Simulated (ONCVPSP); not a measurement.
**Logarithmic derivatives: indium (In), ONCV**

| Quantity | Value |
| --- | --- |
| Element | In |
| Generator | ONCVPSP 4.0.1 |
| Type | optimised norm-conserving Vanderbilt (ONCV) |
| Functional | PBEsol |
| Relativity | scalar-relativistic |
| Frozen core | [Ar] 3d10 |
| Valence charge | 21 |
| Reference configuration | 4s2 4p6 4d10 5s2 5p1 |
| Partial waves | 4s+5s: rc 1.50 bohr, ncon 4, nbas 8, qcut 7.2 1/bohr, 3 projectors, debl 3.4 Ha; 4p+5p: rc 1.85 bohr, ncon 4, nbas 8, qcut 6.3 1/bohr, 2 projectors; 4d: rc 1.50 bohr, ncon 4, nbas 8, qcut 12.3 1/bohr, local |
| Local potential | the d channel |
| Core correction | none |

The phase is arctan(r·R′/R) of the radial function R(r), unwrapped; energies in Ha, scanned from -6 to 5 Ha. A pole is an energy at which the radial function vanishes at the test radius. The pseudo phase is shifted by a multiple of π to meet the all-electron one at the reference energy, and phase errors are pseudo minus all-electron; the curves can meet again beyond the range given. Levels narrower than the energy grid can be missing from the lists of poles.

```
channel  radius (bohr)  reference energy (Ha)  poles, all-electron  poles, pseudo  unbroken range about the reference energy with phases within 0.05 rad  phase error 1 Ha above the reference energy (rad)
      s           1.52                  -0.30                -4.06          -4.06                                                        the whole range                                             +0.000
      p           1.88                  -0.09          -2.76, 3.89    -2.76, 3.90                                                        the whole range                                             +0.001
      d           1.52                  -0.68                 0.34           0.34                                                        the whole range                                             -0.000
```

Phases in the d channel:

```tsv
E (Ha)	all-electron	pseudo
-5.96	1.317	1.317
-5.68	1.308	1.308
-5.40	1.297	1.297
-5.12	1.286	1.286
-4.84	1.272	1.272
-4.56	1.257	1.257
-4.28	1.240	1.240
-4.00	1.219	1.219
-3.72	1.194	1.194
-3.44	1.163	1.163
-3.16	1.125	1.124
-2.88	1.074	1.073
-2.60	1.004	1.003
-2.32	0.902	0.901
-2.04	0.742	0.741
-1.76	0.470	0.469
-1.48	0.013	0.012
-1.20	-0.550	-0.550
-0.92	-0.969	-0.969
-0.64	-1.216	-1.216
-0.36	-1.366	-1.366
-0.08	-1.466	-1.467
0.20	-1.540	-1.540
0.48	-1.599	-1.599
0.76	-1.649	-1.649
1.04	-1.695	-1.696
1.32	-1.740	-1.741
1.60	-1.786	-1.787
1.88	-1.836	-1.838
2.16	-1.894	-1.897
2.44	-1.965	-1.970
2.72	-2.056	-2.063
3.00	-2.180	-2.192
3.28	-2.357	-2.377
3.56	-2.618	-2.651
3.84	-2.981	-3.027
4.12	-3.390	-3.439
4.40	-3.737	-3.777
4.68	-3.982	-4.011
4.96	-4.146	-4.168
```
